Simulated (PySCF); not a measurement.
# Levels of Yb⁵⁹⁺ from EOM-EA-GCCSD

Reference: closed-shell Yb⁶⁰⁺, [Ne]; one electron is added. Calculated with PySCF 2.14, two-component X2C-1e with screened spin-orbit coupling, an uncontracted even-tempered set (17 s from 10 bohr⁻², ratio 2.6; 13 p from 13 bohr⁻², ratio 2.6; 6 d from 14 bohr⁻², ratio 2.8; 3 f from 290 bohr⁻², ratio 2.8); frozen 1s2; the 48 highest virtual spinors dropped; of the others 52 kept and the rest restored at second order. No Breit or QED terms. Binding energies in eV.

```csv
level,Koopmans,second order,EOM-CCSD
3s1/2,6240.2,6241.0,6241.0
3p1/2,6094.0,6095.0,6095.0
3p3/2,5803.8,5804.7,5804.7
3d3/2,5626.6,5627.4,5627.4
3d5/2,5560.7,5561.3,5561.3
```

Electric-dipole lines between these computed levels:

```
lower  upper  ΔE (eV)  vacuum wavelength (nm)
3s1/2  3p1/2   145.99                   8.493
3s1/2  3p3/2   436.31                   2.842
3p1/2  3d3/2   467.66                   2.651
3p3/2  3d3/2   177.34                   6.991
3p3/2  3d5/2   243.36                   5.095
```

For comparison, the ionisation energy of Yb⁵⁹⁺ is 6236 ± 7 eV (theoretical estimate listed by NIST; NIST Atomic Spectra Database, ionization energies).

Only part of the computed levels is shown.
